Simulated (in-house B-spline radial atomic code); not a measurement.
Computed with a B-spline radial atomic code. Model: two electrons, singlet ground state, non-relativistic, full CI in B-splines with partial waves to l = 8 (at full coupling up to 3e-4 hartree above the limit, correlation up to 0.6 % small), density held at that of full coupling by Lieb maximisation.

W(λ) is the mean repulsion in the state of coupling λ less the Hartree energy of the fixed density. Its start is exact exchange, its initial slope is twice the second-order Görling-Levy correlation energy, and its area from 0 to 1 is E_xc. A straight curve means weak, dynamic correlation, and a curve that drops fast and flattens means strong correlation.

Command:
```bash
python run_ac.py task.json out
```
Settings (lengths in bohr, energies in hartree):
```
potential              harmonic
strength               9.84
lmax                   8
```

Run time, properties included: 4.1 s on 1 thread of Intel(R) Xeon(R) Processor @ 2.30GHz (shared host).

**W = mean repulsion less Hartree energy, and W of three functionals.**

Given: confinement harmonic well; well frequency 9.84 hartree; external potential omega^2 r^2/2.

Computed: PBE exchange minus exact 104.55 millihartree; SCAN exchange minus exact 8.0075 millihartree.

```json
{"coupling": "0", "W xc (hartree)": "-2.4481", "W xc minus exchange (millihartree)": "0", "kinetic minus Kohn-Sham (millihartree)": "0", "LDA (PW92) W minus its exchange (millihartree)": "0", "PBE W minus its exchange (millihartree)": "0", "SCAN W minus its exchange (millihartree)": "0"}
{"coupling": "0.02", "W xc (hartree)": "?", "W xc minus exchange (millihartree)": "?", "kinetic minus Kohn-Sham (millihartree)": "?", "LDA (PW92) W minus its exchange (millihartree)": "?", "PBE W minus its exchange (millihartree)": "?", "SCAN W minus its exchange (millihartree)": "?"}
{"coupling": "0.05", "W xc (hartree)": "-2.4531", "W xc minus exchange (millihartree)": "-4.952", "kinetic minus Kohn-Sham (millihartree)": "0.1", "LDA (PW92) W minus its exchange (millihartree)": "-29.82", "PBE W minus its exchange (millihartree)": "-8.07", "SCAN W minus its exchange (millihartree)": "-4.74"}
{"coupling": "0.12", "W xc (hartree)": "-2.4599", "W xc minus exchange (millihartree)": "-11.804", "kinetic minus Kohn-Sham (millihartree)": "0.7", "LDA (PW92) W minus its exchange (millihartree)": "-59.08", "PBE W minus its exchange (millihartree)": "-18.94", "SCAN W minus its exchange (millihartree)": "-11.23"}
{"coupling": "0.25", "W xc (hartree)": "-2.4724", "W xc minus exchange (millihartree)": "-24.287", "kinetic minus Kohn-Sham (millihartree)": "3", "LDA (PW92) W minus its exchange (millihartree)": "-102.09", "PBE W minus its exchange (millihartree)": "-38.03", "SCAN W minus its exchange (millihartree)": "-22.93"}
{"coupling": "0.4", "W xc (hartree)": "?", "W xc minus exchange (millihartree)": "?", "kinetic minus Kohn-Sham (millihartree)": "?", "LDA (PW92) W minus its exchange (millihartree)": "?", "PBE W minus its exchange (millihartree)": "?", "SCAN W minus its exchange (millihartree)": "?"}
{"coupling": "0.6", "W xc (hartree)": "-2.5045", "W xc minus exchange (millihartree)": "-56.392", "kinetic minus Kohn-Sham (millihartree)": "16.6", "LDA (PW92) W minus its exchange (millihartree)": "-188.42", "PBE W minus its exchange (millihartree)": "-84.22", "SCAN W minus its exchange (millihartree)": "-52.69"}
{"coupling": "0.8", "W xc (hartree)": "-2.5219", "W xc minus exchange (millihartree)": "-73.804", "kinetic minus Kohn-Sham (millihartree)": "28.8", "LDA (PW92) W minus its exchange (millihartree)": "-227.93", "PBE W minus its exchange (millihartree)": "-108.02", "SCAN W minus its exchange (millihartree)": "-68.74"}
{"coupling": "1", "W xc (hartree)": "-2.5387", "W xc minus exchange (millihartree)": "-90.575", "kinetic minus Kohn-Sham (millihartree)": "43.9", "LDA (PW92) W minus its exchange (millihartree)": "-263.08", "PBE W minus its exchange (millihartree)": "-130.35", "SCAN W minus its exchange (millihartree)": "-84.17"}
{"coupling": "1.4", "W xc (hartree)": "-2.5704", "W xc minus exchange (millihartree)": "-122.31", "kinetic minus Kohn-Sham (millihartree)": "81.9", "LDA (PW92) W minus its exchange (millihartree)": "-324.13", "PBE W minus its exchange (millihartree)": "-171.36", "SCAN W minus its exchange (millihartree)": "-113.39"}
{"coupling": "2", "W xc (hartree)": "-2.6139", "W xc minus exchange (millihartree)": "-165.81", "kinetic minus Kohn-Sham (millihartree)": "155.6", "LDA (PW92) W minus its exchange (millihartree)": "-400.01", "PBE W minus its exchange (millihartree)": "-225.66", "SCAN W minus its exchange (millihartree)": "-153.65"}
{"coupling": "3", "W xc (hartree)": "-2.677", "W xc minus exchange (millihartree)": "-228.91", "kinetic minus Kohn-Sham (millihartree)": "312.4", "LDA (PW92) W minus its exchange (millihartree)": "-500.37", "PBE W minus its exchange (millihartree)": "-302.13", "SCAN W minus its exchange (millihartree)": "-212.88"}
{"coupling": "4.5", "W xc (hartree)": "-2.7542", "W xc minus exchange (millihartree)": "-306.1", "kinetic minus Kohn-Sham (millihartree)": "599.6", "LDA (PW92) W minus its exchange (millihartree)": "-614.54", "PBE W minus its exchange (millihartree)": "-394.23", "SCAN W minus its exchange (millihartree)": "-287.4"}
{"coupling": "7", "W xc (hartree)": "-2.8502", "W xc minus exchange (millihartree)": "-402.1", "kinetic minus Kohn-Sham (millihartree)": "1144.6", "LDA (PW92) W minus its exchange (millihartree)": "-750.99", "PBE W minus its exchange (millihartree)": "-509.82", "SCAN W minus its exchange (millihartree)": "-384.38"}
{"coupling": "10", "W xc (hartree)": "-2.9314", "W xc minus exchange (millihartree)": "-483.23", "kinetic minus Kohn-Sham (millihartree)": "1827.1", "LDA (PW92) W minus its exchange (millihartree)": "-866.17", "PBE W minus its exchange (millihartree)": "-610.94", "SCAN W minus its exchange (millihartree)": "-470.78"}
```

(1) What belongs in the row 0.02?

(2) What belongs in the row 0.4?

(3) What is the LDA exchange minus exact?

**Energy parts, natural occupations and partial-wave weights.**

Computed: total energy 31.9486 hartree; exchange energy -2.4481 hartree; correlation energy -0.04672 hartree; initial slope twice GL2 -0.099477 hartree; kinetic part over minus potential part 0.48418; Kohn-Sham kinetic 14.162 hartree; Lieb Oxford ratio E_xc over LDA exchange 1.1919.

| natural | occupation of the shell (electrons) |
| --- | --- |
| s | 1.9967 |
| p | ? |
| s | 0.00016672 |
| d | 0.0001373 |
| p | 2.8193e-05 |
| f | 1.8417e-05 |

(4) What belongs in the row p?

```json
{"wave": "s", "weight": "0.99843"}
{"wave": "p", "weight": "?"}
{"wave": "d", "weight": "7.1964e-05"}
{"wave": "f", "weight": "1.0172e-05"}
{"wave": "g", "weight": "2.3502e-06"}
```

(5) What belongs in the row p?

(6) What is the Hartree energy?

(7) What is the kinetic part of the DFT correlation energy?

## Answers

(1) W xc (hartree): -2.4501; W xc minus exchange (millihartree): -1.986; kinetic minus Kohn-Sham (millihartree): 0; LDA (PW92) W minus its exchange (millihartree): -14.15; PBE W minus its exchange (millihartree): -3.26; SCAN W minus its exchange (millihartree): -1.91.

(2) W xc (hartree): -2.4864; W xc minus exchange (millihartree): -38.309; kinetic minus Kohn-Sham (millihartree): 7.6; LDA (PW92) W minus its exchange (millihartree): -142.7; PBE W minus its exchange (millihartree): -58.64; SCAN W minus its exchange (millihartree): -35.97.

(3) 355.02 millihartree.

(4) occupation of the shell (electrons): 0.0029295.

(5) weight: 0.0014797.

(6) 4.8963 hartree.

(7) 0.043855 hartree.

Half-way to full coupling W has made 52 % of its drop, against 50 % for a straight line, and second-order (GL2) theory, half the initial slope, overshoots the correlation energy by about 6 %: correlation is weak here. Over couplings 0 to 1 the errors in E_xc come to about +245 millihartree for LDA, +82 millihartree for PBE, +11 millihartree for SCAN, so SCAN is nearest. In LDA and PBE the errors of exchange and correlation have opposite signs, so the sum is smaller than the larger of the two.
